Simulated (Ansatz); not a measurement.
Ansatz (a program for electronic structure) input (B3LYP-D3(BJ)/def2-TZVP):

Ansatz 0.2 input:
```yaml
crystal:
  periodic: [false, false, false]
  atoms:
    - {symbol: C, position_ang: [-1.64689942, -0.75780096, 0.66812012]}
    - {symbol: C, position_ang: [-0.45192723, 0.18576980, 0.66047501]}
    - {symbol: O, position_ang: [-0.72986466, 1.40683897, -0.00022564]}
    - {symbol: C, position_ang: [0.73744896, -0.44877477, -0.04107498]}
    - {symbol: F, position_ang: [1.81690886, 0.38291310, -0.01106905]}
    - {symbol: F, position_ang: [0.45756909, -0.70903630, -1.35158376]}
    - {symbol: H, position_ang: [-1.40281960, -1.70258676, 1.15859310]}
    - {symbol: H, position_ang: [-1.97170223, -0.96286638, -0.35165578]}
    - {symbol: H, position_ang: [-2.47648915, -0.30702054, 1.21616471]}
    - {symbol: H, position_ang: [-0.11987733, 0.37249152, 1.69151831]}
    - {symbol: H, position_ang: [-1.51749609, 1.79654677, 0.39250015]}
    - {symbol: H, position_ang: [1.02526641, -1.39133212, 0.43343908]}
basis:
  gaussian:
    orbitals: def2-TZVP
hamiltonian:
  xc: b3lyp
  dispersion: d3bj
phonons: {temperatures: {t_min: 298.15, t_max: 298.15, t_step: 100}}
```

Output:

```
Functional definition: B3LYP
integrals: 0.14 GiB planned
1267 factors; their error is unknown
mean field: 1.32 GiB planned
mean field evaluation 1: about -10685.7153 eV, gradient 6.8e1 eV
mean field evaluation 2: about -10679.3159 eV, gradient 8.9e1 eV
mean field evaluation 4: about -10694.2089 eV, gradient 4.6e0 eV
mean field evaluation 8: about -10694.2484 eV, gradient 5.3e-2 eV
mean field evaluation 16: about -10694.2413 eV, gradient 3.6e-4 eV
mean field -10694.24126839 eV, -393.0061177964 hartree, gradient 3.6e-5 eV, S^2 0.000000; 0 other end points of the search recorded, 0 dependent functions left out
the calculation of the forces begins
reference -10694.24151286 eV, -393.0061267805 hartree; 25, 25 occupied and 197, 197 virtual orbitals, 1267 factors
these checks for a lower state are left out or cut short: stability, starts, cluster_reference, orbital_swaps, neighbouring_geometries, increment
integrals: 0.14 GiB planned
1267 factors; their error is unknown
mean field: 1.32 GiB planned
mean field -10694.24107500 eV, -393.0061106894 hartree, gradient 1.8e-6 eV, S^2 0.000000; 0 other end points of the search recorded, 0 dependent functions left out
the calculation of the forces begins
reference -10694.24131949 eV, -393.0061196743 hartree; 25, 25 occupied and 197, 197 virtual orbitals, 1267 factors
these checks for a lower state are left out or cut short: stability, starts, cluster_reference, orbital_swaps, neighbouring_geometries, increment
integrals: 0.14 GiB planned
1267 factors; their error is unknown
mean field: 1.32 GiB planned
mean field evaluation 32: about -10694.2412 eV, gradient 1.4e-6 eV
mean field -10694.24115313 eV, -393.0061135604 hartree, gradient 1.8e-6 eV, S^2 0.000000; 0 other end points of the search recorded, 0 dependent functions left out
the calculation of the forces begins
reference -10694.24139758 eV, -393.0061225439 hartree; 25, 25 occupied and 197, 197 virtual orbitals, 1267 factors
these checks for a lower state are left out or cut short: stability, starts, cluster_reference, orbital_swaps, neighbouring_geometries, increment
integrals: 0.14 GiB planned
1267 factors; their error is unknown
mean field: 1.32 GiB planned
mean field -10694.24109208 eV, -393.0061113170 hartree, gradient 1.8e-6 eV, S^2 0.000000; 0 other end points of the search recorded, 0 dependent functions left out
the calculation of the forces begins
reference -10694.24133658 eV, -393.0061203021 hartree; 25, 25 occupied and 197, 197 virtual orbitals, 1267 factors
these checks for a lower state are left out or cut short: stability, starts, cluster_reference, orbital_swaps, neighbouring_geometries, increment
integrals: 0.14 GiB planned
1267 factors; their error is unknown
mean field: 1.32 GiB planned
mean field -10694.24112365 eV, -393.0061124771 hartree, gradient 1.8e-6 eV, S^2 0.000000; 0 other end points of the search recorded, 0 dependent functions left out
the calculation of the forces begins
reference -10694.24136809 eV, -393.0061214603 hartree; 25, 25 occupied and 197, 197 virtual orbitals, 1267 factors
these checks for a lower state are left out or cut short: stability, starts, cluster_reference, orbital_swaps, neighbouring_geometries, increment
integrals: 0.14 GiB planned
1267 factors; their error is unknown
mean field: 1.32 GiB planned
mean field -10694.24110641 eV, -393.0061118437 hartree, gradient 1.8e-6 eV, S^2 0.000000; 0 other end points of the search recorded, 0 dependent functions left out
the calculation of the forces begins
reference -10694.24135090 eV, -393.0061208283 hartree; 25, 25 occupied and 197, 197 virtual orbitals, 1267 factors
these checks for a lower state are left out or cut short: stability, starts, cluster_reference, orbital_swaps, neighbouring_geometries, increment
integrals: 0.14 GiB planned
[...]
mean field: 1.32 GiB planned
mean field -10694.24120420 eV, -393.0061154373 hartree, gradient 1.8e-6 eV, S^2 0.000000; 0 other end points of the search recorded, 0 dependent functions left out
the calculation of the forces begins
reference -10694.24144873 eV, -393.0061244238 hartree; 25, 25 occupied and 197, 197 virtual orbitals, 1267 factors
these checks for a lower state are left out or cut short: stability, starts, cluster_reference, orbital_swaps, neighbouring_geometries, increment
integrals: 0.14 GiB planned
1267 factors; their error is unknown
mean field: 1.32 GiB planned
mean field -10694.24115989 eV, -393.0061138090 hartree, gradient 1.8e-6 eV, S^2 0.000000; 0 other end points of the search recorded, 0 dependent functions left out
the calculation of the forces begins
reference -10694.24140430 eV, -393.0061227908 hartree; 25, 25 occupied and 197, 197 virtual orbitals, 1267 factors
these checks for a lower state are left out or cut short: stability, starts, cluster_reference, orbital_swaps, neighbouring_geometries, increment
integrals: 0.14 GiB planned
1267 factors; their error is unknown
mean field: 1.32 GiB planned
mean field -10694.24114772 eV, -393.0061133618 hartree, gradient 1.8e-6 eV, S^2 0.000000; 0 other end points of the search recorded, 0 dependent functions left out
the calculation of the forces begins
reference -10694.24139216 eV, -393.0061223448 hartree; 25, 25 occupied and 197, 197 virtual orbitals, 1267 factors
these checks for a lower state are left out or cut short: stability, starts, cluster_reference, orbital_swaps, neighbouring_geometries, increment
integrals: 0.14 GiB planned
1267 factors; their error is unknown
mean field: 1.32 GiB planned
mean field evaluation 448: about -10694.2480 eV, gradient 3.8e-4 eV
mean field -10694.24117689 eV, -393.0061144338 hartree, gradient 1.8e-6 eV, S^2 0.000000; 0 other end points of the search recorded, 0 dependent functions left out
the calculation of the forces begins
reference -10694.24142139 eV, -393.0061234190 hartree; 25, 25 occupied and 197, 197 virtual orbitals, 1267 factors
these checks for a lower state are left out or cut short: stability, starts, cluster_reference, orbital_swaps, neighbouring_geometries, increment
integrals: 0.14 GiB planned
1267 factors; their error is unknown
mean field: 1.32 GiB planned
mean field -10694.24126600 eV, -393.0061177086 hartree, gradient 1.8e-6 eV, S^2 0.000000; 0 other end points of the search recorded, 0 dependent functions left out
the calculation of the forces begins
reference -10694.24151051 eV, -393.0061266939 hartree; 25, 25 occupied and 197, 197 virtual orbitals, 1267 factors
these checks for a lower state are left out or cut short: stability, starts, cluster_reference, orbital_swaps, neighbouring_geometries, increment
integrals: 0.14 GiB planned
1267 factors; their error is unknown
mean field: 1.32 GiB planned
mean field -10694.24119575 eV, -393.0061151267 hartree, gradient 1.8e-6 eV, S^2 0.000000; 0 other end points of the search recorded, 0 dependent functions left out
the calculation of the forces begins
reference -10694.24144019 eV, -393.0061241097 hartree; 25, 25 occupied and 197, 197 virtual orbitals, 1267 factors
these checks for a lower state are left out or cut short: stability, starts, cluster_reference, orbital_swaps, neighbouring_geometries, increment
integrals: 0.14 GiB planned
1267 factors; their error is unknown
mean field: 1.32 GiB planned
mean field -10694.24123754 eV, -393.0061166625 hartree, gradient 1.8e-6 eV, S^2 0.000000; 0 other end points of the search recorded, 0 dependent functions left out
the calculation of the forces begins
reference -10694.24148201 eV, -393.0061256466 hartree; 25, 25 occupied and 197, 197 virtual orbitals, 1267 factors
these checks for a lower state are left out or cut short: stability, starts, cluster_reference, orbital_swaps, neighbouring_geometries, increment
integrals: 0.14 GiB planned
1267 factors; their error is unknown
mean field: 1.32 GiB planned
mean field evaluation 480: about -10694.2412 eV, gradient 1.4e-6 eV
mean field -10694.24123650 eV, -393.0061166242 hartree, gradient 1.8e-6 eV, S^2 0.000000; 0 other end points of the search recorded, 0 dependent functions left out
the calculation of the forces begins
reference -10694.24148097 eV, -393.0061256083 hartree; 25, 25 occupied and 197, 197 virtual orbitals, 1267 factors
these checks for a lower state are left out or cut short: stability, starts, cluster_reference, orbital_swaps, neighbouring_geometries, increment
integrals: 0.14 GiB planned
1267 factors; their error is unknown
mean field: 1.32 GiB planned
mean field -10694.24127061 eV, -393.0061178778 hartree, gradient 1.8e-6 eV, S^2 0.000000; 0 other end points of the search recorded, 0 dependent functions left out
the calculation of the forces begins
reference -10694.24151510 eV, -393.0061268626 hartree; 25, 25 occupied and 197, 197 virtual orbitals, 1267 factors
these checks for a lower state are left out or cut short: stability, starts, cluster_reference, orbital_swaps, neighbouring_geometries, increment
integrals: 0.14 GiB planned
1267 factors; their error is unknown
mean field: 1.32 GiB planned
mean field -10694.24121567 eV, -393.0061158589 hartree, gradient 1.8e-6 eV, S^2 0.000000; 0 other end points of the search recorded, 0 dependent functions left out
the calculation of the forces begins
reference -10694.24146013 eV, -393.0061248425 hartree; 25, 25 occupied and 197, 197 virtual orbitals, 1267 factors
these checks for a lower state are left out or cut short: stability, starts, cluster_reference, orbital_swaps, neighbouring_geometries, increment
integrals: 0.14 GiB planned
1267 factors; their error is unknown
mean field: 1.32 GiB planned
mean field -10694.24117256 eV, -393.0061142744 hartree, gradient 1.8e-6 eV, S^2 0.000000; 0 other end points of the search recorded, 0 dependent functions left out
the calculation of the forces begins
reference -10694.24141695 eV, -393.0061232559 hartree; 25, 25 occupied and 197, 197 virtual orbitals, 1267 factors
these checks for a lower state are left out or cut short: stability, starts, cluster_reference, orbital_swaps, neighbouring_geometries, increment
integrals: 0.14 GiB planned
1267 factors; their error is unknown
mean field: 1.32 GiB planned
mean field -10694.24120450 eV, -393.0061154484 hartree, gradient 1.8e-6 eV, S^2 0.000000; 0 other end points of the search recorded, 0 dependent functions left out
the calculation of the forces begins
reference -10694.24144905 eV, -393.0061244353 hartree; 25, 25 occupied and 197, 197 virtual orbitals, 1267 factors
these checks for a lower state are left out or cut short: stability, starts, cluster_reference, orbital_swaps, neighbouring_geometries, increment
integrals: 0.14 GiB planned
1267 factors; their error is unknown
mean field: 1.32 GiB planned
mean field evaluation 512: about -10694.2407 eV, gradient 6.2e-1 eV
mean field -10694.24123376 eV, -393.0061165237 hartree, gradient 1.8e-6 eV, S^2 0.000000; 0 other end points of the search recorded, 0 dependent functions left out
the calculation of the forces begins
reference -10694.24147827 eV, -393.0061255094 hartree; 25, 25 occupied and 197, 197 virtual orbitals, 1267 factors
these checks for a lower state are left out or cut short: stability, starts, cluster_reference, orbital_swaps, neighbouring_geometries, increment
integrals: 0.14 GiB planned
1267 factors; their error is unknown
mean field: 1.32 GiB planned
mean field -10694.24123457 eV, -393.0061165535 hartree, gradient 1.8e-6 eV, S^2 0.000000; 0 other end points of the search recorded, 0 dependent functions left out
the calculation of the forces begins
reference -10694.24147900 eV, -393.0061255361 hartree; 25, 25 occupied and 197, 197 virtual orbitals, 1267 factors
Total energy: -10694.59331528 eV, -393.0190552809 hartree
Atom 0 at    -1.646899    -0.757801     0.668120 Å, force     0.000031     0.000498    -0.000387 eV/Å
Atom 1 at    -0.451927     0.185770     0.660475 Å, force     0.000839    -0.001752     0.000031 eV/Å
Atom 2 at    -0.729865     1.406839    -0.000226 Å, force     0.000071     0.000652    -0.000371 eV/Å
Atom 3 at     0.737449    -0.448775    -0.041075 Å, force    -0.000337     0.000561     0.000472 eV/Å
Atom 4 at     1.816909     0.382913    -0.011069 Å, force    -0.000241    -0.000147     0.000006 eV/Å
Atom 5 at     0.457569    -0.709036    -1.351584 Å, force     0.000057    -0.000031    -0.000688 eV/Å
Atom 6 at    -1.402820    -1.702587     1.158593 Å, force     0.000262    -0.000043    -0.000093 eV/Å
Atom 7 at    -1.971702    -0.962866    -0.351656 Å, force    -0.000018    -0.000469     0.000203 eV/Å
Atom 8 at    -2.476489    -0.307021     1.216165 Å, force    -0.000242     0.000076     0.000222 eV/Å
Atom 9 at    -0.119877     0.372492     1.691518 Å, force    -0.000062     0.000040     0.000085 eV/Å
Atom 10 at    -1.517496     1.796547     0.392500 Å, force    -0.000144     0.000447     0.000145 eV/Å
Atom 11 at     1.025266    -1.391332     0.433439 Å, force    -0.000216     0.000169     0.000376 eV/Å
Dipole moment:    -0.483555    -0.232151     0.573889 e Å
Vibrations: 87.55 168.39 236.93 243.11 269.66 371.28 480.77 552.05 711.17 843.83 931.50 1010.31 1082.44 1127.82 1128.76 1169.83 1248.01 1345.42 1383.68 1405.76 1415.45 1442.43 1494.24 1506.12 2978.87 3036.64 3057.82 3095.46 3121.87 3813.66 cm⁻¹, zero-point energy 2.526850 eV
```
